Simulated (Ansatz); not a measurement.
`[SiH3][O][Ga]([O][SiH3])[O][SiH3]` and `[SiH3]OB(O[SiH3])O[SiH3]` differ in one element.

Ansatz, PBE0-D4/def2-TZVP geometries, multiplicity 1. Each molecule was computed in one conformer, which needn't be the lowest.

Scalar relativity is left out up to krypton.

| property | `[SiH3][O][Ga]([O][SiH3])[O][SiH3]` |
| --- | --- |
| HOMO–LUMO gap (B3LYP/def2-TZVPP) / eV | 6.82 |
| size of the dipole moment (PBE/def2-TZVPP) / D | 0.00 |
| LUMO energy (PBE/def2-TZVPP) / eV | -2.46 |
| zero-point energy (PBE0-D4/def2-TZVP) / kJ/mol | 232.1 |
| HOMO–LUMO gap (ωB97M-V/def2-TZVPP) / eV | 11.41 |
| ideal-gas entropy at 298 K and 1 bar (rigid rotor, harmonic PBE0-D4/def2-TZVP) / J/(mol·K) | 529 |

Problem. Give the same properties after the change, and the shifts. (Best estimate.)

Solution. Ansatz gave: 
| property | `[SiH3]OB(O[SiH3])O[SiH3]` | shift |
| --- | --- | --- |
| HOMO–LUMO gap (B3LYP/def2-TZVPP) / eV | 8.36 | 1.54 |
| size of the dipole moment (PBE/def2-TZVPP) / D | 0.00 | 0.00 |
| LUMO energy (PBE/def2-TZVPP) / eV | -1.08 | 1.38 |
| zero-point energy (PBE0-D4/def2-TZVP) / kJ/mol | 250.4 | 18.3 |
| HOMO–LUMO gap (ωB97M-V/def2-TZVPP) / eV | 12.69 | 1.28 |
| ideal-gas entropy at 298 K and 1 bar (rigid rotor, harmonic PBE0-D4/def2-TZVP) / J/(mol·K) | 452 | -77 |

With PBE0 the HOMO falls by 0.19 eV and the LUMO rises by 1.27 eV, so the gap widens by about 1.46 eV. PBE moves the HOMO by -0.19 eV and ωB97M-V by -0.19 eV. Modes under 60 cm⁻¹, often nearly free rotors, make the harmonic entropy too high.

B3LYP here is the variant with VWN-RPA as its local correlation; programs differ in this.
